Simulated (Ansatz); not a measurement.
A series at Al: from `[NH2][Al]([NH2])[NH2]`, ligands are replaced one by one, each step taking up H–F and setting free NH₃; n counts the steps. Ansatz, PBE0-D4/def2-TZVP geometries. Each molecule was computed in one conformer, which needn't be the lowest.

| n | molecule | HOMO energy, ωB97M-V/def2-TZVPP (eV) |
| --- | --- | --- |
| 0 | `[NH2][Al]([NH2])[NH2]` | ? |
| 1 | `[NH2][Al]([NH2])[F]` | -9.58 |
| 2 | `[NH2][Al]([F])[F]` | -10.45 |
| 3 | `[F][Al]([F])[F]` | -14.26 |

Question: By hand: fit a straight line y = ȳ + b (n − n̄) to the 3 given rows and predict n = 0.

Answer: n̄ = 2.000, ȳ = -11.430; Σ(n − n̄)(y − ȳ) = -4.680, Σ(n − n̄)² = 2.000, so b = -2.340 eV a step. Prediction: -11.430 + (-2.340) × (-2.000) = -6.75 eV.

Question: By hand: compare with the computed value, -9.14 eV, and give the steps along the whole series.

Answer: The line misses by -2.39 eV (computed minus predicted). Steps: -0.44, -0.87, -3.81 eV.

One step carries most of the change, so a line is a poor guide. The highest orbital can change its character along such a series. The miss is 46.7 % of the series' range.
